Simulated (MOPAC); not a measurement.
A run for MOPAC: AM1 on CH5BSe (SMILES CB[SeH]), a point of a torsion scan.

```
AM1 1SCF PRECISE CHARGE=0 THREADS=1
CH5BSe

C     -0.91458441 1    -0.16305794 1     0.21210368 1
B      0.25253146 1     0.87307377 1     0.09364678 1
Se     2.10123393 1     0.31710781 1     0.02344137 1
H     -1.13756932 1    -0.46288464 1    -0.81431609 1
H     -0.67978065 1    -1.07343347 1     0.76173815 1
H     -1.83658816 1     0.25051731 1     0.61527368 1
H      0.03707001 1     1.94953660 1    -0.31888280 1
H      2.16162464 1    -0.38444261 1     1.28070345 1
```

Program output:

```
*******************************************************************************
 **                                                                           **
 **                              MOPAC v23.2.5                                **
 **                                                                           **
 *******************************************************************************
 ** MOPAC's Digital Object Identifier: https://doi.org/10.5281/zenodo.6511958 **
 **                                                                           **
 ** Please cite the open-source release paper for use of this MOPAC version:  **
 ** J. E. Moussa and J. J. P. Stewart (2026)                                  **
 ** MOPAC: An open-source semiempirical molecular orbital program             **
 ** J. Open Source Softw., 11(119), 8025, https://doi.org/10.21105/joss.08025 **
 *******************************************************************************

                              AM1 CALCULATION RESULTS

 *******************************************************************************
 *  AM1        - The AM1 Hamiltonian to be used
 *
 *
 *
 *                 CHARGE ON SYSTEM = 0
 *
 *
 *
 *  PRECISE    - TIGHTER CRITERIA TO BE USED
 *  1SCF       - DO 1 SCF AND THEN STOP
 *  THREADS=1  - MULTI-THREADING NOT USED
 *  T=         - A TIME OF 172800.0 SECONDS REQUESTED
 *  DUMP=N     - RESTART FILE WRITTEN EVERY 7200.0 SECONDS REQUESTED
 *******************************************************************************
AM1 1SCF PRECISE CHARGE=0 THREADS=1
 CH5BSe

   ATOM   CHEMICAL          X               Y               Z
  NUMBER   SYMBOL      (ANGSTROMS)     (ANGSTROMS)     (ANGSTROMS)

     1       C         -0.91458441  *  -0.16305794  *   0.21210368  *
     2       B          0.25253146  *   0.87307377  *   0.09364678  *
     3      Se          2.10123393  *   0.31710781  *   0.02344137  *
     4       H         -1.13756932  *  -0.46288464  *  -0.81431609  *
     5       H         -0.67978065  *  -1.07343347  *   0.76173815  *
     6       H         -1.83658816  *   0.25051731  *   0.61527368  *
     7       H          0.03707001  *   1.94953660  *  -0.31888280  *
     8       H          2.16162464  *  -0.38444261  *   1.28070345  *



          CARTESIAN COORDINATES

    NO.       ATOM           X           Y           Z

     1         C         -0.9146     -0.1631      0.2121
     2         B          0.2525      0.8731      0.0936
     3        Se          2.1012      0.3171      0.0234
     4         H         -1.1376     -0.4629     -0.8143
     5         H         -0.6798     -1.0734      0.7617
     6         H         -1.8366      0.2505      0.6153
     7         H          0.0371      1.9495     -0.3189
     8         H          2.1616     -0.3844      1.2807

  H: (AM1): M.J.S. DEWAR ET AL, J. AM. CHEM. SOC. 107 3902-3909 (1985)
  B: (AM1): M.J.S. DEWAR ET AL, ORGANOMETALLICS, 7, 513-521 (1988)
  C: (AM1): M.J.S. DEWAR ET AL, J. AM. CHEM. SOC. 107 3902-3909 (1985)
 Se: (AM1): J. J. P. STEWART, J. MOL. MOD., 10, 155-164 (2004)

           Empirical Formula: C H5 B Se  =     8 atoms



      MOLECULAR POINT GROUP   :   C1


      RHF CALCULATION, NO. OF DOUBLY OCCUPIED LEVELS = 9


 -------------------------------------------------------------------------------
 AM1 1SCF PRECISE CHARGE=0 THREADS=1
 CH5BSe



     1SCF WAS SPECIFIED, SO BFGS WAS NOT USED
     SCF FIELD WAS ACHIEVED


                              AM1 CALCULATION
                                                       MOPAC v23.2.5 Linux




          FINAL HEAT OF FORMATION =         17.75794 KCAL/MOL =      74.29922 KJ/MOL


          COSMO AREA              =        106.37 SQUARE ANGSTROMS
          COSMO VOLUME            =         91.95 CUBIC ANGSTROMS

          IONIZATION POTENTIAL    =          8.035187 EV
          HOMO LUMO ENERGIES (EV) =         -8.035  0.077
          NO. OF FILLED LEVELS    =          9
          MOLECULAR WEIGHT        =        106.8205         POINT GROUP:  C1

          MOLECULAR DIMENSIONS (Angstroms)

            Atom       Atom       Distance
            H     8    H     6     4.10264
            H     7    H     5     3.28890
            H     4    H     6     1.65109


          SCF CALCULATIONS        =          1





   ATOM   CHEMICAL          X               Y               Z
  NUMBER   SYMBOL      (ANGSTROMS)     (ANGSTROMS)     (ANGSTROMS)

     1       C         -0.91458441  *  -0.16305794  *   0.21210368  *
     2       B          0.25253146  *   0.87307377  *   0.09364678  *
     3      Se          2.10123393  *   0.31710781  *   0.02344137  *
     4       H         -1.13756932  *  -0.46288464  *  -0.81431609  *
     5       H         -0.67978065  *  -1.07343347  *   0.76173815  *
     6       H         -1.83658816  *   0.25051731  *   0.61527368  *
     7       H          0.03707001  *   1.94953660  *  -0.31888280  *
     8       H          2.16162464  *  -0.38444261  *   1.28070345  *

                             CARTESIAN COORDINATES

   1    C       -0.914584410    -0.163057940     0.212103680
   2    B        0.252531460     0.873073770     0.093646780
   3   Se        2.101233930     0.317107810     0.023441370
   4    H       -1.137569320    -0.462884640    -0.814316090
   5    H       -0.679780650    -1.073433470     0.761738150
   6    H       -1.836588160     0.250517310     0.615273680
   7    H        0.037070010     1.949536600    -0.318882800
   8    H        2.161624640    -0.384442610     1.280703450


           Empirical Formula: C H5 B Se  =     8 atoms



      MOLECULAR POINT GROUP   :   C1


                  EIGENVALUES
 -30.49019 -21.48888 -18.44872 -14.20251 -13.89602 -12.85871 -11.82220 -10.19813
  -8.03519   0.07663   0.30519   1.42129   3.77984   4.35360   4.64730   4.92235
   5.48170


              NET ATOMIC CHARGES AND DIPOLE CONTRIBUTIONS

  ATOM NO.   TYPE          CHARGE      No. of ELECS.   s-Pop       p-Pop
    1          C          -0.348466        4.3485     1.23835     3.11012
    2          B           0.173535        2.8265     1.29575     1.53072
    3         Se          -0.072127        6.0721     1.95493     4.11719
    4          H           0.105620        0.8944     0.89438
    5          H           0.083918        0.9161     0.91608
    6          H           0.090628        0.9094     0.90937
    7          H          -0.028071        1.0281     1.02807
    8          H          -0.005036        1.0050     1.00504
 DIPOLE           X         Y         Z       TOTAL
 POINT-CHG.    -0.695     0.079    -0.111     0.708
 HYBRID        -0.898    -0.460     0.767     1.267
 SUM           -1.593    -0.381     0.655     1.764


          ATOMIC ORBITAL ELECTRON POPULATIONS

     Atom    s        px        py        pz
    1  C   1.23835   1.03924   1.04222   1.02866
    2  B   1.29575   0.65479   0.69240   0.18353
    3 Se   1.95493   1.24754   1.65011   1.21954
    4  H   0.89438
    5  H   0.91608
    6  H   0.90937
    7  H   1.02807
    8  H   1.00504

 **********************
 *                    *
 * JOB ENDED NORMALLY *
 *                    *
 **********************




 == MOPAC DONE ==
```

The run finished.

Cost: roughly 0.020 core-seconds.
